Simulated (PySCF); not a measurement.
Species: C5H9ClFSi (doublet state).
Numbering: `[CH3:1]/[C:2](=[CH:3]/[SiH:4][Cl:5])[CH2:6][CH2:7][F:8]` (hydrogens: H9, H10, H11 on C1; H12 on C3; H13 on Si4; H14, H15 on C6; H16, H17 on C7)

Geometry (GFN2-xTB, Å), atoms numbered from 1 in this order:
```xyz
17
C5H9ClFSi angstrom
C     -1.6080   -0.9944    0.8703
C     -0.2737   -0.5440    0.3609
C      0.4554   -1.2830   -0.4943
Si     2.1410   -0.9206   -1.1416
Cl     2.6907   -2.2840   -2.5534
C      0.1795    0.8063    0.8382
C     -0.3063    1.9294   -0.0761
F      0.2885    1.8442   -1.3118
H     -2.3789   -0.2595    0.6369
H     -1.8948   -1.9468    0.4329
H     -1.5800   -1.1052    1.9556
H      0.0530   -2.2514   -0.7749
H      2.6027    0.3906   -1.5448
H     -0.2184    1.0058    1.8351
H      1.2701    0.8382    0.8772
H     -1.3862    1.8733   -0.2460
H     -0.0416    2.9132    0.3260
```

The hyperfine couplings belong to this conformer and change with its torsions.

Method: PySCF, UKS B3LYP, pcH-1 on C Cl F H Si, non-relativistic, mean-field spin-orbit, GIAO. Geometry: GFN2-xTB, one conformer, isolated molecule. Couplings are sensitive to structure, and on GFN2-xTB geometries they can be far from those on DFT ones, by a factor of two or more for some ions and for spin on atoms past the first row. The SCF solution wasn't tested for stability.

Problem. The isotropic 1H couplings, averaged over equivalent nuclei, are +60.1, +15.4, +8.2, +4.9, +2.0 MHz. Assign them to H9/H10/H11; H12; H13; H14/H15; H16/H17.

Solution. 
```
      site  a_iso (MHz)  ρ(0) (bohr⁻³)                                          position  distance from Si4 (Å)  bound to  spin population there  largest |T| (MHz)
H9/H10/H11        +15.4        +0.0034                                  4 bonds from Si4                   4.73        C1                  -0.02                2.6
       H12         +8.2        +0.0018  2 bonds from Si4, on C3 of spin population -0.11                   2.50        C3                  -0.11                4.2
       H13        +60.1        +0.0134                                   1 bond from Si4                   1.45       Si4                  +0.82                8.9
   H14/H15         +4.9        +0.0011                                  4 bonds from Si4                   3.54        C6                  -0.02                3.5
   H16/H17         +2.0        +0.0005                                  5 bonds from Si4                   4.62        C7                  +0.01                1.8
```

ρ(0) is the spin density at the nucleus and T the dipolar tensor; a_iso includes a spin–orbit part; entries for several nuclei are means. Largest spin populations (Mulliken): Si4 (+0.82), C2 (+0.21) and C3 (-0.11). The angles at Si4 add up to 344.7°, so it is pyramidal.

Means are taken over nuclei equivalent by connectivity, which assumes that they swap fast. The three 1H nuclei of mean +15.4 MHz run from 0.7 to 27.4 MHz in the frozen geometry.
